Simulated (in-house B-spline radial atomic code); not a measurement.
Successive ionisation energies of antimony; each step leads to the configuration of the next row (after the last: [Ar] 3d3/2(4) 3d5/2(1)). Dirac energy differences include first-order Breit, QED and recoil terms. NIST's values go from ground level to ground level; the uncertainty of those that are theory runs from under 0.1 % in few-electron ions to several per cent in heavy many-electron ones. Computed with a B-spline radial code for spherical atoms: Dirac-Hartree-Fock, jj configuration that fills j = l - 1/2 first, finite nuclei.

A number in brackets counts the electrons of a j subshell.

```json
{"ion": "Sb14+", "configuration": "[Kr] 4d3/2(1)", "ionisation energy (eV)": "317.6", "tabulated value (eV)": "317", "tabulated kind": "tabulated theory", "computed minus tabulated (eV)": "0.6", "highest orbital": "4d3/2", "largest mean radius (bohr)": "0.8225"}
{"ion": "Sb15+", "configuration": "[Ar] 3d10 4s2 4p6", "ionisation energy (eV)": "419.2", "tabulated value (eV)": "420", "tabulated kind": "tabulated theory", "computed minus tabulated (eV)": "-0.8", "highest orbital": "4p3/2", "largest mean radius (bohr)": "0.7713"}
{"ion": "Sb16+", "configuration": "[Ar] 3d10 4s2 4p1/2(2) 4p3/2(3)", "ionisation energy (eV)": "448.8", "tabulated value (eV)": "447", "tabulated kind": "tabulated theory", "computed minus tabulated (eV)": "1.8", "highest orbital": "4p3/2", "largest mean radius (bohr)": "0.76188"}
{"ion": "Sb17+", "configuration": "[Ar] 3d10 4s2 4p1/2(2) 4p3/2(2)", "ionisation energy (eV)": "478.9", "tabulated value (eV)": "479", "tabulated kind": "tabulated theory", "computed minus tabulated (eV)": "-0.1", "highest orbital": "4p3/2", "largest mean radius (bohr)": "0.75321"}
{"ion": "Sb18+", "configuration": "[Ar] 3d10 4s2 4p1/2(2) 4p3/2(1)", "ionisation energy (eV)": "509.5", "tabulated value (eV)": "510", "tabulated kind": "tabulated theory", "computed minus tabulated (eV)": "-0.5", "highest orbital": "4p3/2", "largest mean radius (bohr)": "0.74481"}
{"ion": "Sb19+", "configuration": "[Ar] 3d10 4s2 4p1/2(2)", "ionisation energy (eV)": "?", "tabulated value (eV)": "?", "tabulated kind": "tabulated theory", "computed minus tabulated (eV)": "?", "highest orbital": "?", "largest mean radius (bohr)": "?"}
{"ion": "Sb20+", "configuration": "[Ar] 3d10 4s2 4p1/2(1)", "ionisation energy (eV)": "584.1", "tabulated value (eV)": "584", "tabulated kind": "tabulated theory", "computed minus tabulated (eV)": "0.1", "highest orbital": "4p1/2", "largest mean radius (bohr)": "0.71275"}
{"ion": "Sb21+", "configuration": "[Ar] 3d10 4s2", "ionisation energy (eV)": "657.0", "tabulated value (eV)": "657", "tabulated kind": "tabulated theory", "computed minus tabulated (eV)": "0.0", "highest orbital": "4s1/2", "largest mean radius (bohr)": "0.69601"}
{"ion": "Sb22+", "configuration": "[Ar] 3d10 4s1", "ionisation energy (eV)": "?", "tabulated value (eV)": "?", "tabulated kind": "semi-empirical", "computed minus tabulated (eV)": "?", "highest orbital": "?", "largest mean radius (bohr)": "?"}
{"ion": "Sb23+", "configuration": "[Ar] 3d10", "ionisation energy (eV)": "1214.5", "tabulated value (eV)": "1214", "tabulated kind": "tabulated theory", "computed minus tabulated (eV)": "0.5", "highest orbital": "3d5/2", "largest mean radius (bohr)": "0.32441"}
{"ion": "Sb24+", "configuration": "[Ar] 3d3/2(4) 3d5/2(5)", "ionisation energy (eV)": "?", "tabulated value (eV)": "?", "tabulated kind": "tabulated theory", "computed minus tabulated (eV)": "?", "highest orbital": "?", "largest mean radius (bohr)": "?"}
{"ion": "Sb25+", "configuration": "[Ar] 3d3/2(4) 3d5/2(4)", "ionisation energy (eV)": "1364.1", "tabulated value (eV)": "1360", "tabulated kind": "tabulated theory", "computed minus tabulated (eV)": "4.1", "highest orbital": "3d5/2", "largest mean radius (bohr)": "0.31938"}
{"ion": "Sb26+", "configuration": "[Ar] 3d3/2(4) 3d5/2(3)", "ionisation energy (eV)": "1441.2", "tabulated value (eV)": "1441", "tabulated kind": "tabulated theory", "computed minus tabulated (eV)": "0.2", "highest orbital": "3d5/2", "largest mean radius (bohr)": "0.31705"}
{"ion": "Sb27+", "configuration": "[Ar] 3d3/2(4) 3d5/2(2)", "ionisation energy (eV)": "1519.9", "tabulated value (eV)": "1518", "tabulated kind": "tabulated theory", "computed minus tabulated (eV)": "1.9", "highest orbital": "3d5/2", "largest mean radius (bohr)": "0.31473"}
```

Fill in the row of Sb19+.

ionisation energy (eV): 550.6; tabulated value (eV): 552; computed minus tabulated (eV): -1.4; highest orbital: 4p1/2; largest mean radius (bohr): 0.72121.

Fill in the row of Sb22+.

ionisation energy (eV): 691.9; tabulated value (eV): 693.26; computed minus tabulated (eV): -1.4; highest orbital: 4s1/2; largest mean radius (bohr): 0.68914.

Fill in the row of Sb24+.

ionisation energy (eV): 1288.5; tabulated value (eV): 1285; computed minus tabulated (eV): 3.5; highest orbital: 3d5/2; largest mean radius (bohr): 0.32173.

Where is the largest jump?

From Sb22+ to Sb23+, by a factor of 1.76 (691.88 to 1214.5 eV); the highest orbital goes from 4s1/2 to 3d5/2.
